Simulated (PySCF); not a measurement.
A structure optimised at B3LYP-D3(BJ)/def2-SVP, used in a PySCF frequency run:

```xyz
5

B     -0.0134    -0.4292     0.0000
F     -1.2007    -1.0284     0.0000
Cl     0.0520     1.3302     0.0000
O      1.1264    -1.1395     0.0000
H      0.9777    -2.0954     0.0000
```

Q: Write its SMILES, formula and point group.

A: OB(F)Cl, BClFHO, Cs

Q: What are its rotational constants (standard atomic weights)?

A: 10.419, 4.5893, 3.1860 GHz
